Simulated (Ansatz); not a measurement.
Reaction (isomerisation): `B1CN[SiH2]1` → `NB1C[SiH2]1`

Gas-phase electronic energies from Ansatz, PBE0-D4/def2-TZVP geometries. CCSD(T)/CBS is the MP2 limit (def2-TZVPP, def2-QZVPP) plus CCSD(T) − MP2 in def2-TZVPP, frozen cores. DFT in def2-TZVPP. Each species was taken in one conformer, which may not be the lowest.

(1) Is it downhill or uphill in electronic energy at CCSD(T)/CBS, and by how much? (Best estimate.)

(2) What do these levels give: LDA (SPW92), PBE0-D4, CAM-B3LYP-D4, ωB97M-V, PBE, BLYP, CAM-B3LYP, RPA@PBE/def2-TZVPP, HF/def2-TZVPP, MP2/def2-TZVPP, HF/CBS(def2), CCSD/CBS(def2)? (An estimate is asked.)

Largest T1 diagnostic among the species: 0.013.

## Answers

(1) Ansatz gave: Downhill: ΔE = -0.99 eV.

(2) Computed: LDA (SPW92) -1.24, PBE0-D4 -1.08, CAM-B3LYP-D4 -1.01, ωB97M-V -1.03, PBE -1.19, BLYP -1.15, CAM-B3LYP -1.02, RPA@PBE/def2-TZVPP -0.93, HF/def2-TZVPP -0.74, MP2/def2-TZVPP -1.04, HF/CBS(def2) -0.72, CCSD/CBS(def2) -0.94 eV.

At CCSD(T), def2-SVP lies −0.16 eV from the extrapolated value and def2-TZVPP −0.02 eV. From PBE to PBE0 (25 % exact exchange), in def2-TZVPP and without D4, ΔE moves by +0.10 eV.
